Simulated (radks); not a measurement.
All-electron atom: neutral gadolinium in [Kr] 4d10 4f7 5s2 5p5 5d1 6s2 5f1 (not the ground configuration). Method: scalar-relativistic Kohn-Sham, B86b exchange with PBE correlation, spin-unpolarised, spherical densities, finite nucleus; Fermi nuclear charge, rms radius 5.1569 fm; computed with a radial shooting solver on a logarithmic mesh with Libxc functionals.

Unscreened Slater integrals over Kohn-Sham orbitals (eV).

| integral | value |
|---|---|
| F0(5f,5f) | 1.4730 |
| F2(5f,5f) | 0.84317 |
| F4(5f,5f) | 0.57220 |
| F6(5f,5f) | 0.42732 |
| F0(5f,6s) | 1.8245 |
| G3(5f,6s) | 0.024591 |
| F0(5f,5d) | 1.8268 |
| F2(5f,5d) | 0.085391 |
| F4(5f,5d) | 0.015883 |
| G1(5f,5d) | 0.013013 |
| G3(5f,5d) | 0.0076129 |
| G5(5f,5d) | 0.0052581 |
| F0(5f,4f) | 1.8285 |
| F2(5f,4f) | 0.013911 |
| F4(5f,4f) | 0.0013490 |
| F6(5f,4f) | 0.00064399 |
| G0(5f,4f) | 0.0011551 |
| G2(5f,4f) | 0.00099364 |
| G4(5f,4f) | 0.00068301 |
| G6(5f,4f) | 0.00050537 |
| F0(6s,6s) | 7.0972 |
| F0(6s,5d) | 8.1372 |
| G2(6s,5d) | 2.3926 |
| F0(6s,4f) | 9.2186 |
| G3(6s,4f) | 0.35532 |
| F0(5d,5d) | 10.604 |
| F2(5d,5d) | 5.4447 |
| F4(5d,5d) | 3.5678 |
| F0(5d,4f) | 13.664 |
| F2(5d,4f) | 3.4205 |
| F4(5d,4f) | 1.6796 |
| G1(5d,4f) | 1.6671 |
| G3(5d,4f) | 1.3274 |
| G5(5d,4f) | 1.0057 |
| F0(4f,4f) | 29.899 |
| F2(4f,4f) | 14.063 |
| F4(4f,4f) | 8.7934 |
| F6(4f,4f) | 6.3176 |

Derived for the open shells (J is the average intra-shell exchange parameter used in DFT+U). 4f: F4/F2 = 0.625, F6/F2 = 0.449, J = (286 F2 + 195 F4 + 250 F6)/6435 = 1.137 eV. 5d: Racah B = F2/49 - 5 F4/441 = 0.07067 eV, C = 35 F4/441 = 0.2832 eV, C/B = 4.01, F4/F2 = 0.655, J = (F2 + F4)/14 = 0.6438 eV. 5f: F4/F2 = 0.679, F6/F2 = 0.507, J = (286 F2 + 195 F4 + 250 F6)/6435 = 0.07141 eV.
